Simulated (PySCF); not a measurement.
# `CNP1(=N)CCPCC1`: 4 charge schemes on one density

Species: C5H14N2P2.
Geometry (GFN2-xTB, Å), atoms numbered from 1 in this order:
```
atom  x, y, z in Å
C1    -2.5261    1.2662   -0.1395
N2    -1.9799    0.0526   -0.7099
P3    -0.4698   -0.6420   -0.4383
N4    -0.2474   -2.0382   -1.0747
C5    -0.1087   -0.3806    1.3668
C6     1.3317   -0.7887    1.6329
P7     2.6139    0.3026    0.8471
C8     2.1238    0.1250   -0.9331
C9     0.6874    0.5050   -1.2534
H10   -3.1106    1.0808    0.7677
H11   -1.7090    1.9403    0.1075
H12   -3.1686    1.7587   -0.8727
H13   -2.6688   -0.6300   -0.9962
H14   -0.7296   -2.8039   -0.6261
H15   -0.7973   -1.0164    1.9375
H16   -0.2829    0.6573    1.6586
H17    1.5383   -0.8053    2.7088
H18    1.5092   -1.7991    1.2468
H19    1.9141    1.5026    1.0617
H20    2.8236    0.7315   -1.5185
H21    2.2873   -0.9235   -1.2016
H22    0.4694    1.5366   -0.9631
H23    0.4953    0.3956   -2.3253
```

Density: PBE0/pcSseg-1 (PySCF); schemes: Mulliken, IAO, Hirshfeld and ESP-fitted. One conformer (not necessarily the lowest) at the GFN2-xTB geometry, without solvent, vibrations or thermal averaging.

**Question.** At which atom do the 4 schemes differ most?

**Answer.** At P3: from +0.420 (Hirshfeld) to +1.466 e (IAO), 1.046 e apart.

**Question.** Do the Mulliken, IAO, Hirshfeld and ESP-fitted schemes agree on where the charge is highest?

**Answer.** All schemes agree: Mulliken P3 (+0.862); IAO P3 (+1.466); Hirshfeld P3 (+0.420); ESP-fitted P3 (+0.756).

**Question.** Which atoms carry the lowest charge in the Mulliken, IAO, Hirshfeld and ESP-fitted schemes?

**Answer.** The schemes don't all agree: Mulliken N2 (-0.665); IAO N4 (-1.006); Hirshfeld N4 (-0.412); ESP-fitted N4 (-0.890).

**Question.** Give the atomic charges in each scheme.

**Answer.** In e:

| atom | environment | Mulliken | IAO | Hirshfeld | ESP-fitted |
| --- | --- | --- | --- | --- | --- |
| C1 | N-methyl carbon | -0.083 | -0.300 | -0.065 | -0.023 |
| N2 | nitrogen bonded to C, P and H | -0.665 | -0.680 | -0.196 | -0.591 |
| P3 | phosphorus bonded to 2 C and 2 N | +0.862 | +1.466 | +0.420 | +0.756 |
| N4 | nitrogen bonded to P and H | -0.635 | -1.006 | -0.412 | -0.890 |
| C5 | sp3 carbon bound to phosphorus | -0.415 | -0.522 | -0.125 | -0.296 |
| C6 | sp3 carbon bound to phosphorus | -0.456 | -0.440 | -0.117 | +0.053 |
| P7 | phosphine phosphorus | +0.270 | +0.339 | +0.100 | -0.421 |
| C8 | sp3 carbon bound to phosphorus | -0.462 | -0.440 | -0.114 | +0.132 |
| C9 | sp3 carbon bound to phosphorus | -0.378 | -0.499 | -0.119 | -0.478 |
| H10 | methyl hydrogen | +0.109 | +0.128 | +0.037 | +0.053 |
| H11 | methyl hydrogen | +0.113 | +0.143 | +0.045 | +0.046 |
| H12 | methyl hydrogen | +0.125 | +0.149 | +0.047 | +0.072 |
| H13 | N–H hydrogen | +0.199 | +0.267 | +0.118 | +0.321 |
| H14 | N–H hydrogen | +0.164 | +0.239 | +0.084 | +0.340 |
| H15 | methylene hydrogen | +0.146 | +0.146 | +0.040 | +0.074 |
| H16 | methylene hydrogen | +0.140 | +0.141 | +0.036 | +0.106 |
| H17 | methylene hydrogen | +0.156 | +0.150 | +0.040 | +0.062 |
| H18 | methylene hydrogen | +0.158 | +0.156 | +0.039 | +0.080 |
| H19 | P–H hydrogen | +0.020 | -0.055 | -0.026 | +0.148 |
| H20 | methylene hydrogen | +0.155 | +0.150 | +0.041 | +0.054 |
| H21 | methylene hydrogen | +0.174 | +0.165 | +0.041 | +0.090 |
| H22 | methylene hydrogen | +0.139 | +0.137 | +0.037 | +0.167 |
| H23 | methylene hydrogen | +0.163 | +0.166 | +0.049 | +0.144 |

Mean size of the charges over all atoms: IAO 0.343 e, Mulliken 0.269 e, ESP-fitted 0.235 e, Hirshfeld 0.102 e. Each set sums to the total charge, 0, to within 0.001 e. The Mulliken scheme counts on each atom the diagonal of the density matrix times the overlap matrix over that atom's basis functions.

**Question.** How closely do the schemes follow one another over all atoms?

**Answer.** Correlation coefficient and root-mean-square difference: IAO with Hirshfeld 0.98, 0.329 e; Mulliken with IAO 0.97, 0.162 e; Mulliken with Hirshfeld 0.94, 0.210 e; Hirshfeld with ESP-fitted 0.83, 0.228 e; IAO with ESP-fitted 0.80, 0.288 e; Mulliken with ESP-fitted 0.75, 0.239 e.

**Question.** How many electrons does the IAO scheme count on C1?

**Answer.** Z − q = 6 − (-0.300) = 6.300.
